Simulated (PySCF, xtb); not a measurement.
BClBr2, SMILES ClB(Br)Br.

Harmonic wavenumbers (cm⁻¹) from GFN2-xTB run with xtb 6.7.1 at its own minimum, in rising order: 154, 180, 333, 345, 743, 743.

Q: What does PBE0-D3(BJ)/def2-SVP run with PySCF 2.14.0 give at its own minimum? (Estimate from the structure and the level; the computed values follow.)

A: 168, 199, 353, 408, 862, 955. Paired by order, the mean absolute difference is 75 cm⁻¹ and the zero-point energies are 3.6 and 4.2 kcal/mol.
